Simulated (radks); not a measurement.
The numbers below are computed, except where a source is named.
Q: The mean radii <r> (bohr) of the occupied orbitals of an atom or ion are listed with their occupations. Code: a radial shooting solver on a logarithmic mesh with Libxc functionals. Model: scalar-relativistic Kohn-Sham, LDA (Slater exchange, Perdew-Wang correlation), spin-polarised, spherical densities, point nucleus.

| orbital | occ. | <r> |
|---|---|---|
| 1s up | 1 | 0.01715 |
| 1s down | 1 | 0.01715 |
| 2s up | 1 | 0.07238 |
| 2s down | 1 | 0.07238 |
| 2p up | 3 | 0.06525 |
| 2p down | 3 | 0.06525 |
| 3s up | 1 | 0.1872 |
| 3s down | 1 | 0.1872 |
| 3p up | 3 | 0.1883 |
| 3p down | 3 | 0.1883 |
| 3d up | 5 | 0.1705 |
| 3d down | 5 | 0.1705 |
| 4s up | 1 | 0.4153 |
| 4s down | 1 | 0.4153 |
| 4p up | 3 | 0.4422 |
| 4p down | 3 | 0.4422 |
| 4d up | 5 | 0.4685 |
| 4d down | 5 | 0.4684 |
| 5s up | 1 | 0.9518 |
| 5s down | 1 | 0.9507 |
| 4f up | 7 | 0.5164 |
| 4f down | 7 | 0.5160 |
| 5p up | 3 | 1.105 |
| 5p down | 3 | 1.102 |
| 5d up | 5 | 1.703 |
| 6s up | 1 | 2.879 |
| 5d down | 4 | 1.699 |

Name the element and its charge. Open shells, if any, are filled with parallel spins first.

A: Z = 78, platinum, charge 0: Pt in [Xe] 4f14 5d9 6s1. The 1s radius gives Z: for a bare nucleus <r> = (2 gamma + 1)/(2Z) with gamma = sqrt(1 - (Z/c)^2), 0.01695 bohr for Z = 78, and screening makes it slightly larger (0.01715 here). The occupations add up to 78, and the charge is Z minus that.
